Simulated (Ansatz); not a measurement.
The same molecule with X = C, Si, Ge. Ansatz, PBE0-D4/def2-TZVP geometries, multiplicity 1. Each molecule was computed in one conformer, which needn't be the lowest.

Scalar relativity is left out up to krypton.

```json
{"X": "C", "molecule": "`CBO`", "mean X–B bond length / Å": "1.559", "mean X–H bond length / Å": "1.094", "zero-point energy (PBE0-D4/def2-TZVP) / kJ/mol": "168.2", "size of the dipole moment (ωB97M-V/def2-TZVPP) / D": "1.05", "HOMO energy (B3LYP/def2-TZVPP) / eV": "-8.38"}
{"X": "Si", "molecule": "`OB[SiH3]`", "mean X–B bond length / Å": "2.027", "mean X–H bond length / Å": "1.491", "zero-point energy (PBE0-D4/def2-TZVP) / kJ/mol": "136.1", "size of the dipole moment (ωB97M-V/def2-TZVPP) / D": "2.13", "HOMO energy (B3LYP/def2-TZVPP) / eV": "-7.71"}
```

Give the row for X = Ge, `O[BH][GeH3]`. (An estimate is asked.)

Ansatz gave: 
```json
{"X": "Ge", "molecule": "`O[BH][GeH3]`", "mean X–B bond length / Å": "2.071", "mean X–H bond length / Å": "1.541", "zero-point energy (PBE0-D4/def2-TZVP) / kJ/mol": "132.5", "size of the dipole moment (ωB97M-V/def2-TZVPP) / D": "2.33", "HOMO energy (B3LYP/def2-TZVPP) / eV": "-7.64"}
```

From C to Ge the mean X–B bond length rises at each step, by 0.512 Å in all; the mean X–H bond length rises at each step, by 0.447 Å in all; the zero-point energy (PBE0-D4/def2-TZVP) falls at each step, by 35.7 kJ/mol in all; the HOMO energy (B3LYP/def2-TZVPP) rises at each step, by 0.74 eV in all. Bonds lengthen as the atom grows down the group. Dipoles are sizes alone, and their direction can turn along the series.

B3LYP here is the variant with VWN-RPA as its local correlation; programs differ in this.
